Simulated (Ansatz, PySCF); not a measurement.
Gas-phase reaction (SMILES): CCCCC=O + H+ → CCCCC=[OH+]; protonation at O, whose ΔH is minus the proton affinity.

Each molecule is optimised on its own at B3LYP-D3(BJ)/def2-TZVP (Ansatz, a first-principles code), one conformer each, not searched for the lowest. Cores are frozen in the correlated levels unless marked. Spin-orbit coupling is left out. Non-relativistic. CBS marks a two-point X^-3 extrapolation of the correlation energy; Hartree-Fock from the larger set. Thermal terms are rigid-rotor harmonic-oscillator values from B3LYP-D3(BJ) frequencies (PySCF) at 298.15 K and 1 atm. 1 Eh = 627.5095 kcal/mol. The proton has no electrons: its energy is zero and its thermal terms are those of translation.

```csv
species,"E, CCSD(T)/CBS(cc-pVTZ,cc-pVQZ) (Ansatz) (Eh)","E, PBE/def2-TZVPD (Ansatz) (Eh)",H - E (Eh),G - E (Eh)
CCCCC=O,-271.43369,-271.51757,0.14950,0.10908
H+,0.00000,0.00000,0.00236,-0.01000
CCCCC=[OH+],-271.74583,-271.83211,0.16225,0.12145
```

Work out ΔE and ΔH, ΔG, ΔS and the equilibrium constant at 298.15 K at the first level, then ΔH at the second.


1. ΔE = [(-271.74583)] - [(-271.43369) + (0.00000)] = -0.31214 Eh = -195.9 kcal/mol at CCSD(T)/CBS(cc-pVTZ,cc-pVQZ).
2. The terms H - E add up to 0.01039 Eh, so ΔH = (-0.31214 + (0.01039))×627.5095 = -189.4 kcal/mol.
3. The terms G - E add up to 0.02237 Eh, so ΔG = -181.8 kcal/mol, and ΔS = (0.01039 - (0.02237))×627509.5/298.15 = -25.2 cal/(mol K).
4. log10 K = -ΔG/(RT ln 10) = 133.3, with RT ln 10 = 1.3642 kcal/mol.
5. At PBE/def2-TZVPD the same steps give ΔE = -197.4 and ΔH = -190.9 kcal/mol, a shift of -1.5 from the first level.
6. These values are not checked against measurement here, since the tables used lack a sound gas-phase enthalpy of formation for at least one species, or one in the same ion convention.
